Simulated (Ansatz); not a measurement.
## How basis sets differ on C2H4AlFO (SMILES C=C[O][AlH][F])

The species is C2H4AlFO (9 atoms), meant as a singlet with charge 0. As SMILES, `C=C[O][AlH][F]`. Geometry: relaxed at PBE0-D4/def2-TZVP. This is one conformer, not always the lowest.

```jsonl
{"atom": "C", "x (Å)": "-1.5620", "y (Å)": "-0.3601", "z (Å)": "1.1039"}
{"atom": "C", "x (Å)": "-0.7280", "y (Å)": "-0.3129", "z (Å)": "0.0755"}
{"atom": "O", "x (Å)": "0.4903", "y (Å)": "0.2565", "z (Å)": "0.1396"}
{"atom": "Al", "x (Å)": "1.8008", "y (Å)": "0.5193", "z (Å)": "-0.8848"}
{"atom": "F", "x (Å)": "3.0876", "y (Å)": "1.3016", "z (Å)": "-0.2350"}
{"atom": "H", "x (Å)": "-1.2977", "y (Å)": "0.0653", "z (Å)": "2.0641"}
{"atom": "H", "x (Å)": "-2.5277", "y (Å)": "-0.8322", "z (Å)": "0.9885"}
{"atom": "H", "x (Å)": "-0.9990", "y (Å)": "-0.7431", "z (Å)": "-0.8888"}
{"atom": "H", "x (Å)": "1.8243", "y (Å)": "0.0592", "z (Å)": "-2.3803"}
```

Quantity: the HOMO–LUMO gap, in eV. The values are calculated.

```csv
level,kind,program,value (eV)
HF/STO-3G,Hartree–Fock,Ansatz,15.31
HF/3-21G,Hartree–Fock,Ansatz,11.36
HF/6-31G,Hartree–Fock,Ansatz,11.13
HF/def2-SVP,Hartree–Fock,Ansatz,11.66
```

The values span 11.13 to 15.31 eV. A Hartree–Fock LUMO above zero doesn't converge with the basis: it sinks as sets grow more diffuse. Orbital gaps aren't excitation energies.
